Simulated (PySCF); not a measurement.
GeI2, optimised at PBE/def2-SVP:

```xyz
3

Ge     0.0484     0.1057     0.1752
I      0.9783     0.3764    -2.2233
I     -1.4153    -2.0214     0.0215
```

Method: PySCF energies (xtb for GFN2) plus ideal-gas RRHO corrections (1 bar). All species are closed-shell singlets. I: scalar-relativistic def2 core potential, no spin-orbit coupling. Ge: all electrons, no relativistic terms.

Problem. List the harmonic frequencies (cm⁻¹, unscaled) at this level and at the other levels, each on its own geometry.

Solution. 
- PBE/def2-SVP: 70, 224, 227
- GFN2-xTB: 76, 249, 250
- PBE0/def2-TZVP: 74, 234, 236
